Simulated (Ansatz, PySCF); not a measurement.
Pulling on the Si3–H4 bond in H4SiSn (SMILES [SiH3][SnH]) (multiplicity 1 held, fragments rigid). Energies count from the point at 1.489 Å.
Geometry at that point (charge 0, multiplicity 1):
```xyz
6

Sn     0.0224     0.5398     0.4343
H     -0.4134     1.5187    -0.9877
Si    -0.0383    -1.6023    -1.1589
H      0.9401    -1.4462    -2.2703
H     -1.3883    -1.7535    -1.7684
H      0.2796    -2.8778    -0.4649
```

R- and RO- levels are restricted; in cc, def2 and unpolarised 6-31G sets they are followed outwards from rest. Unrestricted levels (U-) break spin symmetry where that is lower. Curves can end on different states.

Frozen-core correlation. Filled d and f shells under p-block atoms count as core. Rows in 3-21G, LANL2DZ carry no dispersion term and start afresh at each structure; the Pople sets are all-electron and without relativity. LANL2DZ brings its own core potentials from Na on.

Programs: Ansatz (a first-principles code); PySCF for 3-21G rows, LANL2DZ rows. Values without a source in brackets are computed. In def2 rows elements past Kr take small-core potentials, without spin–orbit coupling.

Question: One of these levels gives 2.716 eV for the energy at R = 4.764 Å. Name it.
(A) U-SCS-MP2/def2-TZVPP
(B) R-B3LYP/def2-TZVPP
(C) U-HF/LANL2DZ
(D) R-HF/3-21G

Answer: C, U-HF/LANL2DZ. The others give 7.021 (R-HF/3-21G), 4.995 (R-B3LYP/def2-TZVPP), 3.737 (U-SCS-MP2/def2-TZVPP)

Doubts at one or more of the structures used: a restricted determinant that unrestricted orbitals would lower (R-HF/3-21G, R-B3LYP/def2-TZVPP); a spin-contaminated determinant (U-HF/LANL2DZ, U-SCS-MP2/def2-TZVPP).
